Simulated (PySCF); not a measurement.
Field gradients at the hydrogen positions

C6H12N2Si2.
Geometry (GFN2-xTB, Å), atoms numbered from 1 in this order:
```
atom  x, y, z in Å
C1     4.381   -1.105   -1.071
C2     3.325   -0.561   -0.246
C3     2.441   -0.112    0.436
Si4    1.116    0.565    1.523
N5    -0.155    0.948    0.424
C6    -1.460    1.406    0.829
C7    -2.519    0.935   -0.164
Si8   -2.302   -0.925   -0.509
C9    -3.805   -1.417   -1.512
N10   -4.722   -1.724   -2.127
H11    3.991   -1.908   -1.698
H12    5.176   -1.504   -0.441
H13    4.796   -0.326   -1.712
H14    1.654    1.704    2.290
H15    0.572   -0.451    2.433
H16    0.102    1.315   -0.481
H17   -1.666    0.983    1.815
H18   -1.493    2.503    0.929
H19   -3.513    1.157    0.229
H20   -2.416    1.501   -1.093
H21   -1.148   -1.243   -1.350
H22   -2.365   -1.720    0.721
```

Level: PBE0/pcSseg-1 (PySCF, non-relativistic); Q(2H) = 0.00286 b; rigid geometry, the same for H and D, with no vibrational averaging.

Question: Rank these positions by the coupling χzz of a deuteron there, largest first.
A. H21 (Si–H hydrogen)
B. H19 (methylene hydrogen)
C. H16 (N–H hydrogen)
D. H14 (Si–H hydrogen)
E. H18 (methylene hydrogen)
F. H17 (methylene hydrogen)

Answer: C (280 kHz), B (208 kHz), F (198 kHz), E (190 kHz), A (108 kHz), D (101 kHz).

Give the electric field gradient Vzz (the principal value of largest size), its asymmetry and the 2H coupling at each hydrogen.

```csv
atom,bonded to,bond length (Å),Vzz (au),η,χzz (kHz)
H11,C1,1.090,0.3070,0.02,206
H12,C1,1.090,0.3074,0.03,207
H13,C1,1.090,0.3074,0.03,207
H14,Si4,1.475,0.1507,0.01,101
H15,Si4,1.468,0.1563,0.04,105
H16,N5,1.009,0.4160,0.18,280
H17,C6,1.093,0.2952,0.06,198
H18,C6,1.102,0.2826,0.03,190
H19,C7,1.091,0.3100,0.02,208
H20,C7,1.093,0.3074,0.03,207
H21,Si8,1.463,0.1614,0.02,108
H22,Si8,1.465,0.1592,0.01,107
```

Average by the element that carries the hydrogen.

on C: 203 kHz over 7 positions, mean bond length 1.093 Å; on Si: 105 kHz over 4 positions, mean bond length 1.468 Å; on N: 280 kHz over 1 position, mean bond length 1.009 Å.

Give the 2H NMR doublet splittings at H14 for a magnetic field along the z, y and x axes of the gradient: 3χ/2, 3χ(1 + η)/4, 3χ(1 − η)/4.

With |χ| = 101.3 kHz and η = 0.015: 152, 77 and 75 kHz, to first order and without motion.

The structure is a single GFN2-xTB conformer in the gas phase; no vibrational or solvent corrections. GFN2-xTB bond lengths can be off by several hundredths of an ångström, more for odd bonds, and the gradients follow them. With a basis this small, the couplings can be 20 % off.

The run behind these numbers computed NMR shieldings as well. Hardware: Arm Neoverse V2, one thread, no GPU, shared host. Cost: 61 s, 1.2 GiB resident at most.
